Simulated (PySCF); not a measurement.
C5H6Si, SMILES C(C)#C[SiH2]C#C. Heavy atoms are numbered as in [CH:1]#[C:2][SiH2:3][C:4]#[C:5][CH3:6]. Hydrogens are named by the atom that carries them.

Geometry optimised at B3LYP-D3(BJ)/def2-SVP. The structure was generated by enumeration, and PubChem lists no compound with its InChIKey, so it may never have been made.

These are HF/pcSseg-1 run with PySCF values and carry that method's errors.

GIAO shieldings, no solvent; atoms alike by connectivity are averaged. δ = σ(ref) − σ: ¹³C against TMS (σ = 192.6 ppm); ²⁹Si against TMS (σ = 393.8 ppm); ¹H against TMS (σ = 31.99 ppm), references at their B3LYP-D3(BJ)/def2-TZVP geometries, non-relativistic.

| atoms | nucleus | count | δ (ppm) |
|---|---|---|---|
| C5 | ¹³C | 1 | 118.6 |
| C1 (CH) | ¹³C | 1 | 109.9 |
| C2 | ¹³C | 1 | 85.6 |
| C4 | ¹³C | 1 | 82.0 |
| C6 (CH3) | ¹³C | 1 | ? |
| Si3 (SiH2) | ²⁹Si | 1 | ? |
| H on Si3 | ¹H | 2 | 4.45 |
| H on C1 | ¹H | 1 | ? |
| H on C6 | ¹H | 3 | ? |

Question: Fill in the missing entries. (Estimate from the structure and the level; the computed values follow.)

Answer: 
- C6 (CH3), δ (ppm): 6.7
- Si3 (SiH2), δ (ppm): -84.5
- H on C1, δ (ppm): 2.98
- H on C6, δ (ppm): 2.30
